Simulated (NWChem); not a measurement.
## Ionisation of CH3ClOSW

SMILES: [Cl][W]([CH3])(=[O])=[S]
```xyz
8

W      0.0745     0.1251    -0.0739
O      1.3488     0.7273    -1.0094
S      0.8271    -0.3956     1.8484
Cl    -1.1142    -1.5295    -1.0951
C     -1.1046     1.8170     0.2717
H     -0.5312     2.6416     0.7217
H     -1.9421     1.5578     0.9405
H     -1.4947     2.1523    -0.7064
```
Charge 0, spin multiplicity 1.

Everything below was run with NWChem. The geometry was optimised at PBE0/def2-SVP with def2 effective core potentials on W, with no frequency check, so it may be a saddle point.

Basis set: def2-TZVP. −ε marks an orbital energy of the parent.

Relative cost: rough, from shared machines, SCF included, −ε(HOMO) of PBE = 1.

Effective core potentials replace the inner electrons of W; spin-orbit coupling is left out. GW and range-separated runs recompute their integrals, the others keep them in memory, which bears on the times. The structure started from a generated list of species.

```json
[
 {"method": "−ε(HOMO) of PBE", "first vertical ionisation energy (eV)": "6.69", "relative cost": "1"},
 {"method": "G0W0@PBE0", "first vertical ionisation energy (eV)": "___", "relative cost": "under 3"},
 {"method": "−ε(HOMO) of HF", "first vertical ionisation energy (eV)": "___", "relative cost": "under 3"},
 {"method": "G0W0@PBE", "first vertical ionisation energy (eV)": "___", "relative cost": "under 3"},
 {"method": "G0W0@BHandHLYP", "first vertical ionisation energy (eV)": "___", "relative cost": "under 3"}
]
```

**Question.** Some entries are withheld; supply them.

**Answer.** 
- G0W0@PBE0, first vertical ionisation energy (eV): 9.46
- −ε(HOMO) of HF, first vertical ionisation energy (eV): 10.61
- G0W0@PBE, first vertical ionisation energy (eV): 9.03
- G0W0@BHandHLYP, first vertical ionisation energy (eV): 9.76
